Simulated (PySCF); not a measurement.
Compound: 4-chloro-1-methyl-1H-imidazole, C4H5ClN2.
SMILES: `Cn1cnc(Cl)c1`

The calculation used PBE0/def2-SVPD in PySCF (dipole) on a GFN2-xTB geometry, gas phase.

Take the most abundant isotopes and a rigid rotor. 

**Question.** Give the principal moments of inertia and the rotational constants in MHz.

**Answer.** Ia = 69.85, Ib = 377.29, Ic = 443.97 u·Å²; 505379 MHz·u·Å²/I gives A = 7235, B = 1339, C = 1138 MHz.

**Question.** Classify the top.

**Answer.** A near-prolate asymmetric top: κ = (2 × 1339 − 7235 − 1138)/(7235 − 1138) = -0.93.

**Question.** What does the inertial defect say?

**Answer.** Not planar: Δ = Ic − Ia − Ib = -3.17 u·Å². For a rigid frame Δ = −2 Σ m c², so Σ m c² = 1.58 u·Å² lies off the ab plane, practically all of it from hydrogen. The atom farthest from that plane is 0.91 Å away.

**Question.** Give the coordinates in the principal-axis frame, origin at the centre of mass.

**Answer.** The sense of each axis is arbitrary; atoms in the order of the calculation.
| atom | mass (u) | a (Å) | b (Å) | c (Å) |
| --- | --- | --- | --- | --- |
| C1 | 12.000 | -2.900 | -0.676 | -0.002 |
| N2 | 14.003 | -1.567 | -0.145 | 0.002 |
| C3 | 12.000 | -1.194 | 1.153 | 0.000 |
| N4 | 14.003 | 0.104 | 1.299 | 0.000 |
| C5 | 12.000 | 0.601 | 0.040 | 0.000 |
| Cl6 | 34.969 | 2.274 | -0.267 | -0.001 |
| C7 | 12.000 | -0.414 | -0.880 | 0.002 |
| H8 | 1.008 | -3.614 | 0.144 | 0.033 |
| H9 | 1.008 | -3.074 | -1.262 | -0.907 |
| H10 | 1.008 | -3.054 | -1.321 | 0.865 |
| H11 | 1.008 | -1.892 | 1.966 | 0.000 |
| H12 | 1.008 | -0.405 | -1.949 | 0.003 |

**Question.** List the rotational levels J(Ka,Kc) to J = 5 (MHz).

**Answer.** Above 0(0,0):
J = 1: 1(0,1) 2478, 1(1,1) 8374, 1(1,0) 8575
J = 2: 2(0,2) 7428, 2(1,2) 13128, 2(1,1) 13732, 2(2,1) 31419, 2(2,0) 31424
J = 3: 3(0,3) 14842, 3(1,3) 20257, 3(1,2) 21464, 3(2,2) 38853, 3(2,1) 38878, 3(3,1) 68838, 3(3,0) 68838
J = 4: 4(0,4) 24702, 4(1,4) 29756, 4(1,3) 31767, 4(2,3) 48760, 4(2,2) 48836, 4(3,2) 78759, 4(3,1) 78760, 4(4,1) 120725, 4(4,0) 120725
J = 5: 5(0,5) 36991, 5(1,5) 41620, 5(1,4) 44636, 5(2,4) 61138, 5(2,3) 61314, 5(3,3) 91165, 5(3,2) 91167, 5(4,2) 133125, 5(4,1) 133125, 5(5,1) 187083, 5(5,0) 187083
Those of J = 1 are B + C, A + C and A + B.

**Question.** Which lines would a microwave search look for?

**Answer.** The dipole components are |μa| = 4.93 D, |μb| = 2.13 D, |μc| = 0.00 D. The squared components, which scale the intensities, stand as 1.00 : 0.19 : 0.00 (a : b : c). Some lines, for components of 0.1 D or more:

```csv
type,branch,"J(Ka,Kc)",MHz,lower level (cm⁻¹)
b,Q,"3(1,2) ← 3(0,3)",6622,0.495
a,R,"3(1,3) ← 2(1,2)",7129,0.438
b,R,"5(0,5) ← 4(1,4)",7236,0.993
a,R,"3(0,3) ← 2(0,2)",7413,0.248
b,Q,"5(1,4) ← 5(0,5)",7645,1.234
a,R,"4(0,4) ← 3(0,3)",9861,0.495
a,R,"4(2,2) ← 3(2,1)",9958,1.297
b,R,"2(1,2) ← 1(0,1)",10650,0.083
a,R,"5(1,5) ← 4(1,4)",11865,0.993
a,R,"5(0,5) ← 4(0,4)",12289,0.824
a,R,"5(4,1) ← 4(4,0)",12400,4.027
b,R,"3(1,3) ← 2(0,2)",12828,0.248
b,Q,"3(2,2) ← 3(1,3)",18596,0.676
b,Q,"4(2,3) ← 4(1,4)",19004,0.993
b,Q,"5(3,2) ← 5(2,3)",29853,2.045
b,Q,"4(3,2) ← 4(2,3)",29999,1.626
b,Q,"5(3,3) ← 5(2,4)",30027,2.039
b,R,"3(3,0) ← 2(2,1)",37419,1.048
b,R,"4(3,1) ← 3(2,2)",39907,1.296
b,R,"4(4,0) ← 3(3,1)",51887,2.296
b,Q,"5(5,1) ← 5(4,2)",53957,4.441
```

Stationary, but not proved a minimum. Constants of a rigid frame at the computed geometry: no zero-point averaging, no centrifugal distortion. A rigid rotor knows nothing of internal rotation, which can split or shift real lines. Quadrupole hyperfine structure (14N, 35Cl) is left out.
